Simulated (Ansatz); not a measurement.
`CB[SiH2]BC` + `N[SiH](N)S` → `CB[SiH2]S` + `CB[SiH](N)N`  (redistribution)

Calculated with Ansatz (gas phase, PBE0-D4/def2-TZVP geometries, no zero-point term in ΔE). CCSD(T)/CBS is the MP2 limit (def2-TZVPP, def2-QZVPP) plus CCSD(T) − MP2 in def2-TZVPP, frozen cores. Functionals use def2-TZVPP. Each species was taken in one conformer, which may not be the lowest.

**Question.** Is it downhill or uphill in electronic energy at CCSD(T)/CBS, and by how much? (Estimate.)

**Answer.** Ansatz gave: Uphill: ΔE = +34.5 kJ/mol.

**Question.** What do these levels give: PBE-D4, ωB97X-V, ωB97M-V, B2PLYP, PBE, r2SCAN, PBE0, MP2/def2-TZVPP, CCSD/def2-TZVPP, SCS-MP2/def2-QZVPP, HF/CBS(def2), MP2/CBS(def2)? (An estimate is asked.)

**Answer.** The calculation gave: PBE-D4 38.0, ωB97X-V 32.6, ωB97M-V 35.2, B2PLYP 34.9, PBE 38.5, r2SCAN 40.3, PBE0 37.4, MP2/def2-TZVPP 35.7, CCSD/def2-TZVPP 33.4, SCS-MP2/def2-QZVPP 32.3, HF/CBS(def2) 28.6, MP2/CBS(def2) 35.2 kJ/mol.

Largest T1 diagnostic among the species: 0.013.

In def2-TZVPP, CCSD(T) changes the Hartree–Fock value by +6.3 kJ/mol (the triples alone add +1.5 kJ/mol) and MP2 by +7.0 kJ/mol.
